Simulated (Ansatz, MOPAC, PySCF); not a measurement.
Dimer: AsH3 (SMILES [AsH3]) (first 4 atoms) with H2Se (SMILES [SeH2]); geometry from B3LYP-D3(BJ)/def2-TZVP, rigid monomers moved along the line of their centres of mass till As1···Se5 is 4.29 Å.
(charge 0, multiplicity 1):
```xyz
7

As    -0.189    -0.118    -0.355
H     -0.153    -0.090    -1.881
H      1.310     0.133    -0.251
H     -0.507     1.369    -0.270
Se    -0.018    -0.586     3.903
H     -1.461    -0.655     3.641
H     -0.248    -0.077     5.265
```

Monomers are frozen at their geometry in the pair; levels with a basis set take the counterpoise correction. Rows marked so take none.

Cores are frozen in the correlated methods. Filled d and f shells under p-block atoms count as core. CBS: X⁻³ extrapolation of the correlation energy, Hartree–Fock from the larger set. Rows in 3-21G, 6-31G*, LANL2DZ carry no dispersion term and start afresh at each structure (6-31G* with six Cartesian d functions); the Pople sets are all-electron and without relativity. MP2/6-31G* freezes PySCF's default core, which leaves 3d correlated. LANL2DZ brings its own core potentials from Na on. The state reached by PM6, PM7 isn't checked; PM7 holds dispersion and hydrogen-bond terms.

Programs: Ansatz (an electronic-structure program); MOPAC for PM6, PM7 (differences of heats of formation); PySCF for 3-21G rows, 6-31G* rows, LANL2DZ rows, the dispersion terms. 

Other levels give for the interaction energy: PBE/def2-TZVPPD -0.59; B3LYP/def2-TZVPPD -0.08; B3LYP-D3(BJ)/def2-TZVPPD -1.22; wB97M-V/def2-TZVPPD -0.93; MP2/CBS(aug-cc-pVDZ, aug-cc-pVTZ) + ΔCCSD(T)/aug-cc-pVDZ -0.98 kcal/mol.

Common cheap choices:

```csv
level,interaction energy (kcal/mol),"less -0.98 (MP2/CBS(aug-cc-pVDZ, aug-cc-pVTZ) + ΔCCSD(T)/aug-cc-pVDZ)"
PM6,-0.57,0.41
PM7,-0.59,0.39
HF/3-21G (no counterpoise),-0.61,0.37
B3LYP/6-31G*,-0.18,0.80
B3LYP/6-31G* (no counterpoise),-0.25,0.73
B3LYP/LANL2DZ (no counterpoise),-0.43,0.55
M06-2X/6-31G* (no counterpoise),-0.87,0.12
MP2/6-31G*,-0.66,0.32
```
